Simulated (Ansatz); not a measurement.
```xyz
15

C     0.971   -1.148   -0.399
C     0.482    0.258   -0.104
C     1.066    1.274   -1.062
O    -0.934    0.336   -0.225
Sn   -2.133   -0.300    1.166
F    -1.595    0.680    2.732
H     0.677   -1.443   -1.409
H     0.554   -1.873    0.306
H     2.060   -1.204   -0.324
H     0.782    0.533    0.918
H     0.695    2.273   -0.828
H     2.157    1.282   -1.001
H     0.776    1.030   -2.088
H    -1.876   -1.928    1.589
H    -3.680    0.230    0.729
```

Total charge 0; spin multiplicity 1. Sn: def2 effective core potential.

Question: List the B3LYP/def2-TZVPP orbital energies in eV (the Gaussian-basis code of Ansatz). (Best estimate.)

Answer: Ansatz gave: Occupied: -670.18, -520.29, -278.26, -276.61, -276.42, -139.53, -94.44, -94.38, -94.35, -31.06, -29.13, -28.67, -28.59, -28.57, -28.17, -26.55, -20.97, -18.90, -15.97, -14.67, -12.92, -12.35, -11.92, -10.99, -10.80, -10.73, -10.57, -10.17, -9.97, -9.83, -9.39, -8.11, -7.68. Lowest empty: -0.86, -0.64, -0.07, 1.26, 1.69, 2.05, 2.23, 2.38.

B3LYP here is the variant with VWN-RPA as its local correlation; programs differ in this.
